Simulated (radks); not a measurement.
The numbers below are computed, except where a source is named.
Effect of the nuclear size on the phosphorus ion P3+, [Ne] 3s2. Code: a radial shooting solver on a logarithmic mesh with Libxc functionals. Model: Dirac Kohn-Sham, LDA (Slater exchange, Perdew-Wang correlation), spin-unpolarised, spherical densities, finite nucleus; Fermi nuclear charge, rms radius 3.1889 fm. The rms radius is varied about that value; shifts are against it.

| rms radius (fm) | total energy shift (eV) | density at nucleus (e/bohr^3) | 1s1/2 shift (meV) | 2s1/2 shift (meV) |
|---|---|---|---|---|
| 2.8254 | -0.00158 | 2378 | -0.659 | -0.044 |
| 2.9848 | -0.000911 | 2376 | -0.380 | -0.025 |
| 3.1889 | 0 | 2373 | 0.000 | 0.000 |
| 3.4791 | 0.00140 | 2370 | 0.582 | 0.039 |
| 3.9861 | 0.00412 | 2365 | 1.72 | 0.114 |

Slopes of the eigenvalues against <r^2> in GHz/fm^2, as finite differences over the two radii next to the reference (eigenvalue slopes, not the field-shift constants of lines): 1s1/2 72.8, 2s1/2 4.82.
